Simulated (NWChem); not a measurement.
System meant: BN$_{2}$H$_{4}$Cl; SMILES NB(N)Cl

Input file for NWChem:

```
start job
memory heap 200 mb stack 900 mb global 1100 mb
geometry units angstroms noautoz
  B      0.000000     0.000000     0.436396
  Cl     0.000000     0.000000    -1.369175
  N      0.000000    -1.254428     1.093098
  H      0.000000    -1.365537     2.105284
  H      0.000000    -2.129269     0.574356
  N      0.000000     1.254428     1.093098
  H      0.000000     1.365537     2.105284
  H      0.000000     2.129269     0.574356
end
basis spherical
  B library def2-svp
  Cl library def2-svp
  N library def2-svp
  H library def2-svp
end
dft
  odft
  mult 2
  xc b3lyp
  iterations 150
  mulliken
end
task dft energy
```

End of the output:

```
 Summary of "ao basis" -> "" (spherical)
 ------------------------------------------------------------------------------
       Tag                 Description            Shells   Functions and Types
 ---------------- ------------------------------  ------  ---------------------
 B                          def2-svp                 6       14   3s2p1d
 Cl                         def2-svp                 8       18   4s3p1d
 N                          def2-svp                 6       14   3s2p1d
 H                          def2-svp                 3        5   2s1p

                                 NWChem DFT Module
                                 -----------------

 Summary of "ao basis" -> "ao basis" (spherical)
 ------------------------------------------------------------------------------
       Tag                 Description            Shells   Functions and Types
 ---------------- ------------------------------  ------  ---------------------
 B                          def2-svp                 6       14   3s2p1d
 Cl                         def2-svp                 8       18   4s3p1d
 N                          def2-svp                 6       14   3s2p1d
 H                          def2-svp                 3        5   2s1p

      Symmetry analysis of basis
      --------------------------

        a1         34
        a2          8
        b1         13
        b2         25

  number of electrons :                   40
  multiplicity        :                    2
 ------------------------------------------------------------------------
  no. of electrons and multiplicity not compatible                  40
 ------------------------------------------------------------------------
 ------------------------------------------------------------------------
  current input line :
    26: task dft energy
 ------------------------------------------------------------------------
 ------------------------------------------------------------------------
 There is an error in the input file
 ------------------------------------------------------------------------
 For more information see the NWChem manual at https://nwchemgit.github.io

0: no. of electrons and multiplicity not compatible:Received an Error in Communication
```

Q: Can this run be used? If not, why, and what is the fix?

A: The input was rejected before any calculation. Cause: the multiplicity doesn't fit the number of electrons (an even count wants an odd multiplicity, and the reverse). This input runs:
```
start job
memory heap 200 mb stack 900 mb global 1100 mb
geometry units angstroms noautoz
  B      0.000000     0.000000     0.436396
  Cl     0.000000     0.000000    -1.369175
  N      0.000000    -1.254428     1.093098
  H      0.000000    -1.365537     2.105284
  H      0.000000    -2.129269     0.574356
  N      0.000000     1.254428     1.093098
  H      0.000000     1.365537     2.105284
  H      0.000000     2.129269     0.574356
end
basis spherical
  * library def2-svp
end
dft
  xc b3lyp
  iterations 150
  mulliken
end
task dft energy
```
It converges to -596.87026 Ha (B3LYP/def2-SVP).
